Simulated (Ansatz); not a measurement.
`CB(S)CF` + `CBOC` → `COB(C)S` + `CBCF`  (redistribution)

Computed with Ansatz on PBE0-D4/def2-TZVP structures; ΔE is electronic, products minus reactants. CCSD(T)/CBS is the MP2 limit (def2-TZVPP, def2-QZVPP) plus CCSD(T) − MP2 in def2-TZVPP, frozen cores. DFT in def2-TZVPP. B3LYP here is the variant with VWN-RPA as its local correlation; programs differ in this. One conformer a species, not always the lowest.

`CB(S)CF`:

Z-matrix (Å, degrees):
```
C
B 1 1.557
H 1 1.096 2 109.4
H 1 1.096 2 109.3 3 114.5
H 1 1.090 2 115.0 3 -122.8
S 2 1.792 1 119.2 3 123.0
C 2 1.575 1 121.7 3 -56.9
H 6 1.346 2 99.1 1 179.9
F 7 1.390 2 112.9 1 -0.6
H 7 1.098 2 111.0 1 -121.6
H 7 1.098 2 110.8 1 120.2
```

`CBOC`:

```xyz
11

C    -0.817   -1.502    0.865
B    -0.235   -0.474   -0.155
O     0.322    0.668    0.295
C     0.867    1.634   -0.576
H    -0.725   -1.180    1.904
H    -1.873   -1.696    0.648
H    -0.315   -2.469    0.752
H    -0.266   -0.667   -1.347
H     0.350    2.584   -0.424
H     0.767    1.330   -1.622
H     1.925    1.772   -0.340
```

`COB(C)S`:

```xyz
12

C     0.675    0.116   -1.957
O    -0.188    0.492   -0.904
B    -0.099   -0.036    0.338
C    -1.100    0.444    1.443
S     1.193   -1.292    0.666
H     0.385    0.680   -2.842
H     1.716    0.346   -1.710
H     0.590   -0.954   -2.170
H    -1.679   -0.394    1.843
H    -0.568    0.888    2.290
H    -1.798    1.186    1.050
H     0.874   -1.478    1.955
```

`CBCF`:

Z-matrix (Å, degrees):
```
C
B 1 1.556
H 1 1.097 2 109.4
H 1 1.092 2 115.7 3 122.9
H 1 1.097 2 109.5 3 -114.0
C 2 1.557 1 120.1 3 -122.6
H 2 1.198 1 120.2 3 57.3
F 6 1.387 2 115.7 1 -180.0
H 6 1.101 2 109.7 1 -57.4
H 6 1.101 2 109.5 1 57.6
```

(1) Is it downhill or uphill in electronic energy at CCSD(T)/CBS, and by how much? (An estimate is asked.)

(2) What do these levels give: PBE0-D4, B3LYP-D4, ωB97X-V, ωB97M-V, PBE0, B3LYP, MP2/def2-TZVPP, CCSD/def2-TZVPP, HF/def2-QZVPP, MP2/def2-QZVPP, SCS-MP2/def2-QZVPP, MP2/CBS(def2)? (Estimate.)

Largest T1 diagnostic among the species: 0.012.

Results:

(1) The calculation gave: Uphill: ΔE = +21.1 kJ/mol.

(2) The calculation gave: PBE0-D4 21.4, B3LYP-D4 21.8, ωB97X-V 20.2, ωB97M-V 20.7, PBE0 22.2, B3LYP 23.3, MP2/def2-TZVPP 21.5, CCSD/def2-TZVPP 21.4, HF/def2-QZVPP 17.9, MP2/def2-QZVPP 20.8, SCS-MP2/def2-QZVPP 20.9, MP2/CBS(def2) 20.4 kJ/mol.

In def2-TZVPP, CCSD(T) changes the Hartree–Fock value by +4.1 kJ/mol (the triples alone add +0.8 kJ/mol) and MP2 by +3.4 kJ/mol.
